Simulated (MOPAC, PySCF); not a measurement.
CH7AlN2, SMILES `[NH2][Al]([CH3])[NH2]`, neutral singlet in the gas phase. 

Z-matrix (Å, degrees):
```
Al
N 1 1.7772
H 2 1.0075 1 124.08
H 2 1.0076 3 109.89 1 -179.86
N 1 1.7772 2 118.38 3 179.75
H 5 1.0076 1 124.10 2 -179.64
H 5 1.0076 6 109.88 1 179.81
C 1 1.9521 2 120.92 3 -0.68
H 8 1.0925 1 112.04 2 16.38
H 8 1.0931 9 107.54 1 -123.08
H 8 1.0937 9 107.21 10 -114.61
```
Charge 0, spin multiplicity 1.

All levels are single points at this geometry (B3LYP-D3(BJ)/def2-TZVP); Pople sets use spherical d functions. Orbital energies aren't observables, and empty levels follow the basis.

```csv
level,HOMO (eV),LUMO (eV),gap (eV),dipole (D),"vertical IE, Delta-SCF (eV)"
PBE-D3(BJ)/def2-TZVP in PySCF,-5.32,-0.43,4.89,0.64,–
TPSSh-D3(BJ)/def2-TZVP in PySCF,-5.95,0.08,6.03,0.66,–
B3LYP/3-21G in PySCF,-5.55,1.22,6.77,0.93,–
B3LYP/6-311+G** in PySCF,-6.59,-0.55,6.03,0.49,–
B3LYP/LANL2DZ in PySCF,-6.16,0.91,7.07,0.57,–
SVWN5/6-31G* in PySCF,-4.95,0.00,4.94,0.74,–
HF/3-21G in PySCF,-9.62,4.26,13.88,0.71,–
HF/6-31G* in PySCF,-9.96,3.73,13.69,0.66,–
PM3 in MOPAC,-8.68,-0.83,7.85,1.58,–
```
